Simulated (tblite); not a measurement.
C₇H₉BF₂.
Numbering: `[CH2:1]=[CH:2][CH2:3][B:4]([F:5])[C:6]1=[CH:7][CH2:8][C@H:9]1[F:10]` (hydrogens: H11, H12 on C1; H13 on C2; H14, H15 on C3; H16 on C7; H17, H18 on C8; H19 on C9)

Computed with GFN2-xTB (tblite), gas phase: L-BFGS steps from a force-field or distance-geometry start until the largest atomic force falls under 0.01 eV/Å.

At the end of the run (lengths in Å): C8–C9 1.547, B4–F5 1.327, C6=C7 1.348, C8–H18 1.089, C6–C9 1.521, C3–B4 1.588, C8–H17 1.089, C6–C7–C8 95.8°, C7–C8–C9 85.3°, C8–C9–F10 115.0°, C6–C9–F10 116.3°, C1–C2–C3–B4 109°, C2–C3–B4–F5 -101°, C3–B4–C6–C7 179°, H13–C2–C3–B4 -70°, H14–C3–C2–C1 -130°.

Task: These geometries were met on the way; a selection of coordinates is given. Order them by energy above the end point, lowest first.
A. C8–C9 1.550, B4–F5 1.329, C6=C7 1.348, C8–H18 1.091, C6–C9 1.520, C3–B4 1.587, C8–H17 1.091, C6–C7–C8 95.7°, C7–C8–C9 85.2°, C8–C9–F10 114.6°, C6–C9–F10 117.0°, C1–C2–C3–B4 76°, C2–C3–B4–F5 -114°, C3–B4–C6–C7 173°, H13–C2–C3–B4 -102°, H14–C3–C2–C1 -162°
B. C8–C9 1.433, B4–F5 1.434, C6=C7 1.393, C8–H18 1.122, C6–C9 1.489, C3–B4 1.614, C8–H17 1.115, C6–C7–C8 90.3°, C7–C8–C9 89.7°, C8–C9–F10 112.6°, C6–C9–F10 112.0°, C1–C2–C3–B4 74°, C2–C3–B4–F5 -118°, C3–B4–C6–C7 178°, H13–C2–C3–B4 -109°, H14–C3–C2–C1 -167°
C. C8–C9 1.540, B4–F5 1.310, C6=C7 1.350, C8–H18 1.090, C6–C9 1.528, C3–B4 1.603, C8–H17 1.090, C6–C7–C8 96.3°, C7–C8–C9 85.3°, C8–C9–F10 111.9°, C6–C9–F10 114.7°, C1–C2–C3–B4 72°, C2–C3–B4–F5 -117°, C3–B4–C6–C7 177°, H13–C2–C3–B4 -109°, H14–C3–C2–C1 -167°
D. C8–C9 1.546, B4–F5 1.372, C6=C7 1.340, C8–H18 1.080, C6–C9 1.529, C3–B4 1.617, C8–H17 1.079, C6–C7–C8 95.5°, C7–C8–C9 85.6°, C8–C9–F10 110.7°, C6–C9–F10 113.1°, C1–C2–C3–B4 73°, C2–C3–B4–F5 -117°, C3–B4–C6–C7 177°, H13–C2–C3–B4 -110°, H14–C3–C2–C1 -167°
E. C8–C9 1.540, B4–F5 1.330, C6=C7 1.345, C8–H18 1.088, C6–C9 1.518, C3–B4 1.585, C8–H17 1.089, C6–C7–C8 95.8°, C7–C8–C9 85.3°, C8–C9–F10 113.3°, C6–C9–F10 115.7°, C1–C2–C3–B4 72°, C2–C3–B4–F5 -116°, C3–B4–C6–C7 176°, H13–C2–C3–B4 -107°, H14–C3–C2–C1 -167°

Result: A (0.046 eV), E (0.077 eV), C (0.134 eV), D (0.280 eV), B (0.725 eV).

```
step  E above end (eV)  rms distance from the end, all atoms (Å)  largest force (eV/Å)  rms shift of all bonds from the end (Å)
  22             0.046                                     0.392                 0.101                                    0.002
   6             0.077                                     0.413                 0.244                                    0.003
   3             0.134                                     0.415                 0.946                                    0.007
   1             0.280                                     0.418                 1.593                                    0.016
   0             0.725                                     0.420                 4.689                                    0.041
```

Rows stand in the order of the answer.
